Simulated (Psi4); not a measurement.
Pair of molecules, SMILES [AlH3] with SMILES [C-]#[O+], pulled apart as rigid monomers along the line of their centres of mass from the GFN2-xTB minimum (SMILES order as in the coordinates).
Starting geometry (charge 0, multiplicity 1):
```xyz
6

Al     0.03294    -0.05425     0.29318
H      1.40888    -0.80216     0.30370
H     -0.00540     1.48885     0.03097
H     -1.29519    -0.88130     0.23010
C     -0.04809     0.23408     3.27317
O     -0.01839     0.12742     2.15517
```

Level of theory: SAPT0/jun-cc-pV(D+d)Z (Psi4).

```
Al1···O6 (Å)  electrostatics (meV)  exchange (meV)  induction (meV)  dispersion (meV)   total
------------  --------------------  --------------  ---------------  ----------------  ------
1.68                       -1868.3          4373.9          -1198.7            -386.3   920.5
1.87                       -1151.8          2412.9           -803.9            -275.0   182.2
2.15                             …           988.9           -401.9            -166.8  -155.1
2.62                        -212.0           216.5           -107.7                 …  -176.6
3.37                         -67.1            17.0            -13.5             -21.2   -84.8
```

Task: Fill in the missing entries.

Result: 
- 2.15, electrostatics (meV): -575.4
- 2.62, dispersion (meV): -73.4
